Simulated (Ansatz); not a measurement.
`[SiH3][GeH2][SiH3]` and `F[SiH2][GeH2][SiH3]` differ in one atom or group.

Ansatz, PBE0-D4/def2-TZVP geometries, multiplicity 1. Each molecule was computed in one conformer, which needn't be the lowest.

Scalar relativity is left out up to krypton.

```json
{"property": "LUMO energy (PBE0/def2-TZVPP) / eV", "`[SiH3][GeH2][SiH3]`": "-0.10"}
{"property": "LUMO energy (ωB97M-V/def2-TZVPP) / eV", "`[SiH3][GeH2][SiH3]`": "1.55"}
{"property": "size of the dipole moment (PBE/def2-TZVPP) / D", "`[SiH3][GeH2][SiH3]`": "0.01"}
{"property": "HOMO–LUMO gap (PBE/def2-TZVPP) / eV", "`[SiH3][GeH2][SiH3]`": "5.99"}
{"property": "HOMO energy (ωB97M-V/def2-TZVPP) / eV", "`[SiH3][GeH2][SiH3]`": "-9.90"}
{"property": "size of the dipole moment (B3LYP/def2-TZVPP) / D", "`[SiH3][GeH2][SiH3]`": "0.02"}
```

**Question.** What does the change do to each property? (An estimate is asked.)

**Answer.** Ansatz gave: 
```
                                        property  `F[SiH2][GeH2][SiH3]`  shift
              LUMO energy (PBE0/def2-TZVPP) / eV                  -0.65  -0.55
           LUMO energy (ωB97M-V/def2-TZVPP) / eV                   1.09  -0.46
  size of the dipole moment (PBE/def2-TZVPP) / D                   1.07   1.06
             HOMO–LUMO gap (PBE/def2-TZVPP) / eV                   5.42  -0.57
           HOMO energy (ωB97M-V/def2-TZVPP) / eV                  -9.96  -0.06
size of the dipole moment (B3LYP/def2-TZVPP) / D                   1.14   1.12
```

With PBE0 the HOMO falls by 0.06 eV and the LUMO falls by 0.55 eV, so the gap narrows by about 0.49 eV. PBE moves the HOMO by 0.00 eV and ωB97M-V by -0.06 eV.

B3LYP here is the variant with VWN-RPA as its local correlation; programs differ in this.
